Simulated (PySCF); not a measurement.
## Nuclear repulsion and electron count by hand

System: Br2Si, charge +1, doublet, geometry from GFN2-xTB (a state made from the parent by changing its charge; the spin is typed, not shown lowest). Level: B3LYP/6-31G* (PySCF). Sums are taken with unrounded values, so a last digit can differ.

Coordinates (Å):

```
atom         x         y         z
----  --------  --------  --------
Si1   -0.01522  -0.00238   0.77984
Br2    1.07277  -1.63798  -0.14009
Br3   -1.06668   1.63893  -0.17185
```

Q: Work out the nuclear repulsion energy and the numbers of alpha and beta electrons.

A: In atomic units each pair adds Z_i Z_j / r_ij, with r in bohr (1 bohr = 0.529177 Å).
| pair | r (Å) | r (bohr) | Z_i Z_j | term (Eh) |
|---|---|---|---|---|
| Si1-Br2 | 2.1691 | 4.0991 | 490 | 119.5392 |
| Si1-Br3 | 2.1691 | 4.0991 | 490 | 119.5392 |
| Br2-Br3 | 3.9136 | 7.3957 | 1225 | 165.6379 |
The sum is 404.7162 Eh; PySCF gives 404.7162 Eh. The atomic numbers add up to 84, so at charge +1 there are 83 electrons; multiplicity 2 means 1 unpaired, so 42 alpha and 41 beta.
